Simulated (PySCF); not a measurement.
H₂BBrO₂ (SMILES OB(O)Br), singlet, at a GFN2-xTB geometry; B3LYP/6-31G, TDA in PySCF.

Here is a job for PySCF.
```python
from pyscf import gto, scf, dft, tdscf

mol = gto.M(
    atom='''
B     0.63016015    0.69553097   -0.00673031
Br   -0.65351999   -0.70845424    0.00049872
O     0.31611294    1.77672235   -0.72296485
H     0.94539192    2.49728478   -0.74279122
O     1.78376744    0.59968450    0.67095821
H     1.97796385   -0.19029600    1.17504071
''',
    basis='6-31g',
    verbose=4,
)

mf = dft.RKS(mol)
mf.xc = 'b3lyp'
mf.kernel()
td = mf.TDA()
td.nstates = 5
td.kernel()
td.analyze()
```

**Question.** Write the output that PySCF gives for this input, abridged.

**Answer.** 
```
PySCF version 2.14.0

[INPUT] verbose = 4
[INPUT] num. atoms = 6
[INPUT] num. electrons = 58
[INPUT] charge = 0
[INPUT] spin (= nelec alpha-beta = 2S) = 0
[INPUT] symmetry False subgroup None
[INPUT] Mole.unit = angstrom
[INPUT] Symbol           X                Y                Z      unit          X                Y                Z       unit  Magmom
[INPUT]  1 B      0.630160150000   0.695530970000  -0.006730310000 AA    1.190830098115   1.314363044453  -0.012718442633 Bohr   0.0
[INPUT]  2 Br    -0.653519990000  -0.708454240000   0.000498720000 AA   -1.234973798028  -1.338784485387   0.000942444213 Bohr   0.0
[INPUT]  3 O      0.316112940000   1.776722350000  -0.722964850000 AA    0.597366881031   3.357518640894  -1.366205564187 Bohr   0.0
[INPUT]  4 H      0.945391920000   2.497284780000  -0.742791220000 AA    1.786531809177   4.719184289245  -1.403671973532 Bohr   0.0
[INPUT]  5 O      1.783767440000   0.599684500000   0.670958210000 AA    3.370831931517   1.133239466147   1.267927257928 Bohr   0.0
[INPUT]  6 H      1.977963850000  -0.190296000000   1.175040710000 AA    3.737809960790  -0.359607322600   2.220505127114 Bohr   0.0

nuclear repulsion = 226.51476941749
number of shells = 30
number of NR pGTOs = 164
number of NR cGTOs = 58
basis = 6-31g
ecp = {}

******** <class 'pyscf.dft.rks.RKS'> ********
method = RKS
initial guess = minao
damping factor = 0
level_shift factor = 0
DIIS = <class 'pyscf.scf.diis.CDIIS'>
diis_start_cycle = 1
diis_space = 8
diis_damp = 0
SCF conv_tol = 1e-09
SCF conv_tol_grad = None
SCF max_cycles = 50
direct_scf = True
direct_scf_tol = 1e-13
XC library pyscf.dft.libxc version 7.1.2
    S. Lehtola, C. Steigemann, M. J. T. Oliveira, and M. A. L. Marques,  SoftwareX 7, 1–5 (2018)
XC functionals = b3lyp
    P. J. Stephens, F. J. Devlin, C. F. Chabalowski, and M. J. Frisch,  J. Phys. Chem. 98, 11623 (1994)
radial grids:
    Treutler-Ahlrichs [JCP 102, 346 (1995); DOI:10.1063/1.469408] (M4) radial grids

becke partition: Becke, JCP 88, 2547 (1988); DOI:10.1063/1.454033
pruning grids: <function nwchem_prune>
grids dens level: 3
symmetrized grids: False
atomic radii adjust function: <function treutler_atomic_radii_adjust>
small_rho_cutoff = 0
Set gradient conv threshold to 3.16228e-05
Initial guess from minao.
tot grids = 82256
init E= -2749.86092555341
  HOMO = -0.339880806641466  LUMO = -0.021363552714869  gap/eV = 8.66730
cycle= 1 E= -2750.22283407309  delta_E= -0.362  |g|= 0.911  |ddm|= 2.48
  HOMO = -0.19604938395215  LUMO = 0.0710959883395059  gap/eV = 7.26940
cycle= 2 E= -2750.02963525594  delta_E= 0.193  |g|= 1.37  |ddm|= 1.58
  HOMO = -0.27651135743287  LUMO = 0.0379540654285076  gap/eV = 8.55704
cycle= 3 E= -2750.37988505563  delta_E= -0.35  |g|= 0.0825  |ddm|= 0.961
  HOMO = -0.295507166114032  LUMO = 0.0371233716598818  gap/eV = 9.05134
cycle= 4 E= -2750.38133633486  delta_E= -0.00145  |g|= 0.0301  |ddm|= 0.152
  HOMO = -0.292953100682647  LUMO = 0.0360735832395762  gap/eV = 8.95327
cycle= 5 E= -2750.38147083244  delta_E= -0.000134  |g|= 0.00818  |ddm|= 0.0325
  HOMO = -0.292106927858741  LUMO = 0.0369158729899408  gap/eV = 8.95317
cycle= 6 E= -2750.38148423096  delta_E= -1.34e-05  |g|= 0.00319  |ddm|= 0.00922
  HOMO = -0.29193663703136  LUMO = 0.0371473186698044  gap/eV = 8.95483
cycle= 7 E= -2750.38148606822  delta_E= -1.84e-06  |g|= 0.000452  |ddm|= 0.00247
  HOMO = -0.291934186112282  LUMO = 0.037032526947633  gap/eV = 8.95164
cycle= 8 E= -2750.38148612143  delta_E= -5.32e-08  |g|= 0.000119  |ddm|= 0.00104
  HOMO = -0.291957053364543  LUMO = 0.0370410664573266  gap/eV = 8.95249
cycle= 9 E= -2750.38148612648  delta_E= -5.05e-09  |g|= 1.18e-05  |ddm|= 0.000238
  HOMO = -0.29195419759635  LUMO = 0.037041528710632  gap/eV = 8.95243
cycle= 10 E= -2750.38148612653  delta_E= -5.73e-11  |g|= 1.05e-06  |ddm|= 2.52e-05
  HOMO = -0.291954515751501  LUMO = 0.0370417765436306  gap/eV = 8.95245
Extra cycle  E= -2750.38148612653  delta_E= 9.09e-13  |g|= 1.1e-06  |ddm|= 3.08e-06
converged SCF energy = -2750.38148612653

******** <class 'pyscf.tdscf.rks.TDA'> for <class 'pyscf.dft.rks.RKS'> ********
nstates = 5 singlet
deg_eia_thresh = 1.000e-03
wfnsym = None
conv_tol = 1e-05
eigh lindep = 1e-12
eigh level_shift = 0
eigh max_cycle = 100

Excitation energies (eV)
[7.68820561 8.21764722 8.33849658 8.41679358 8.59302625]

** Singlet excitation energies and oscillator strengths **
Excited State   1:      7.68821 eV    161.27 nm  f=0.0001
      29 -> 30       -0.70637
Excited State   2:      8.21765 eV    150.88 nm  f=0.0380
      28 -> 30       -0.39763
      29 -> 31        0.56583
Excited State   3:      8.33850 eV    148.69 nm  f=0.0381
      28 -> 30       -0.48929
      29 -> 31       -0.39772
      29 -> 32       -0.28570
Excited State   4:      8.41679 eV    147.31 nm  f=0.0018
      28 -> 31        0.69411
Excited State   5:      8.59303 eV    144.28 nm  f=0.0323
      26 -> 32       -0.10362
      28 -> 30        0.24053
      29 -> 31        0.12005
      29 -> 32       -0.62922
      29 -> 33       -0.11757

** Transition electric dipole moments (AU) **
state          X           Y           Z        Dip. S.      Osc.
  1        -0.0109      0.0101      0.0199      0.0006      0.0001
  2        -0.1027     -0.3970      0.1441      0.1889      0.0380
  3        -0.3469     -0.2488     -0.0638      0.1863      0.0381
  4        -0.0413      0.0382      0.0757      0.0089      0.0018
  5         0.3464      0.1386      0.1192      0.1534      0.0323

** Transition velocity dipole moments (imaginary part, AU) **
state          X           Y           Z        Dip. S.      Osc.
  1        -0.0090      0.0083      0.0164      0.0004      0.0010
  2         0.0235     -0.0358      0.0309      0.0028      0.0061
  3        -0.0335      0.0179     -0.0273      0.0022      0.0048
  4        -0.0054      0.0050      0.0100      0.0002      0.0003
  5         0.0147      0.0131      0.0015      0.0004      0.0008

** Transition magnetic dipole moments (imaginary part, AU) **
state          X           Y           Z
  1         0.0299      0.2799     -0.1247
  2         0.2479     -0.2291     -0.4545
  3        -0.0214      0.0198      0.0393
  4         0.1605     -0.1442      0.1602
  5         0.3150     -0.2910     -0.5773
```
